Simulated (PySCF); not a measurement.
Calculated NMR parameters of CC(C)c1cnnc(C#N)c1

```
Formula                               : C8H9N3
SMILES                                : CC(C)c1cnnc(C#N)c1
Point group of the computed structure : C1
Degrees of unsaturation               : 6
Carbon signals                        : 7
Proton signals                        : 4
```

Molfile (atoms numbered from 1):
```
C8H9N3
     RDKit          3D

 20 20  0  0  0  0  0  0  0  0999 V2000
   -2.0282    0.6012   -0.9557 C   0  0  0  0  0  0  0  0  0  0  0  0
   -1.1331    0.4617    0.2769 C   0  0  0  0  0  0  0  0  0  0  0  0
   -1.7674   -0.4739    1.3100 C   0  0  0  0  0  0  0  0  0  0  0  0
    0.2284   -0.0509   -0.0974 C   0  0  0  0  0  0  0  0  0  0  0  0
    0.4147   -1.2493   -0.7993 C   0  0  0  0  0  0  0  0  0  0  0  0
    1.6002   -1.7283   -1.1190 N   0  0  0  0  0  0  0  0  0  0  0  0
    2.6820   -1.1040   -0.7942 N   0  0  0  0  0  0  0  0  0  0  0  0
    2.6082    0.0444   -0.1263 C   0  0  0  0  0  0  0  0  0  0  0  0
    3.8277    0.6896    0.2128 C   0  0  0  0  0  0  0  0  0  0  0  0
    4.7847    1.2430    0.5111 N   0  0  0  0  0  0  0  0  0  0  0  0
    1.3876    0.6207    0.2507 C   0  0  0  0  0  0  0  0  0  0  0  0
   -2.2299   -0.3683   -1.4040 H   0  0  0  0  0  0  0  0  0  0  0  0
   -1.5566    1.2364   -1.7027 H   0  0  0  0  0  0  0  0  0  0  0  0
   -2.9770    1.0500   -0.6717 H   0  0  0  0  0  0  0  0  0  0  0  0
   -1.0116    1.4514    0.7317 H   0  0  0  0  0  0  0  0  0  0  0  0
   -1.9050   -1.4692    0.8939 H   0  0  0  0  0  0  0  0  0  0  0  0
   -2.7378   -0.0885    1.6127 H   0  0  0  0  0  0  0  0  0  0  0  0
   -1.1376   -0.5535    2.1939 H   0  0  0  0  0  0  0  0  0  0  0  0
   -0.4193   -1.8565   -1.1201 H   0  0  0  0  0  0  0  0  0  0  0  0
    1.3647    1.5548    0.7938 H   0  0  0  0  0  0  0  0  0  0  0  0
  1  2  1  0
  2  3  1  0
  2  4  1  0
  4  5  2  0
  5  6  1  0
  6  7  2  0
  7  8  1  0
  8  9  1  0
  9 10  3  0
  8 11  2  0
 11  4  1  0
  1 12  1  0
  1 13  1  0
  1 14  1  0
  2 15  1  0
  3 16  1  0
  3 17  1  0
  3 18  1  0
  5 19  1  0
 11 20  1  0
M  END
```

Method: geometry: GFN2-xTB, σ from GIAO-PBE0/pcSseg-1, in PySCF (no solvent, single conformer, one averaged value for each set of equivalent atoms, non-relativistic Hamiltonian).

References, each an isolated molecule treated in the same way: 1H (31.72 ppm), 13C (186.93 ppm) against TMS; 15N (267.73 ppm) vs NH3.

```tsv
carbon	δC, type	δH (multiplicity)	HMBC from (2–3 bonds)	span of the C tensor (ppm)
C1/C3	26.2, CH3	1.39 (d)	H15, H12/H13/H14/H16/H17/H18	36
C2	38.4, CH	2.59 (sept)	H19, H20, H12/H13/H14/H16/H17/H18	23
C4	152.2, C	–	H19, H20, H15, H12/H13/H14/H16/H17/H18	253
C5	153.3, CH	9.63 (s)	H20, H15	242
C8	144.2, C	–	H20	239
C9	122.7, C	–	H20	342
C11	137.5, CH	7.65 (s)	H19, H15	222
```

Other nuclei:
| atoms | nucleus | environment | δ (ppm) | σ (ppm) |
| --- | --- | --- | --- | --- |
| N7 | 15N | pyridine-type ring nitrogen | 472.4 | -204.7 |
| N6 | 15N | pyridine-type ring nitrogen | 467.9 | -200.2 |
| N10 | 15N | nitrile nitrogen | 323.9 | -56.1 |

- Carbon types of the structure: 3 × C, 3 × CH, 2 × CH3, which accounts for all hydrogens.
- δC 153.3: aromatic CH next to a ring nitrogen; the adjacent pyridine-type nitrogen withdraws density from it.
- δC 144.2: substituted aromatic carbon next to a ring nitrogen.
- δC 137.5: aromatic CH; the aromatic region.
- δC 122.7: nitrile carbon; typical of a nitrile.
- δH 9.63: hydrogen on an aromatic CH next to a ring nitrogen; ring current plus the neighbouring ring nitrogen.

Shifts are as computed. Against solution values, carbons near 30 ppm lie about +3 ppm off and those near 130 ppm about +5 ppm. Of 1211 compounds with measured shifts, 218 miss one by over three times the rms of a fit or turn the order of signals round; such compounds aren't used in these exercises. Experimental scales use liquid or dissolved standards, which lie at an offset from isolated NH3 (liquid NH3: subtract about 20 ppm). Unscaled 15N shifts of sp2 nitrogen come out 20 to 40 ppm too high even then. No couplings were computed; multiplicities are counted from neighbouring protons, with m where these are inequivalent, close in shift, in a saturated or five-membered ring or joined by F or P, and br s for small geminal =CH2 splittings.
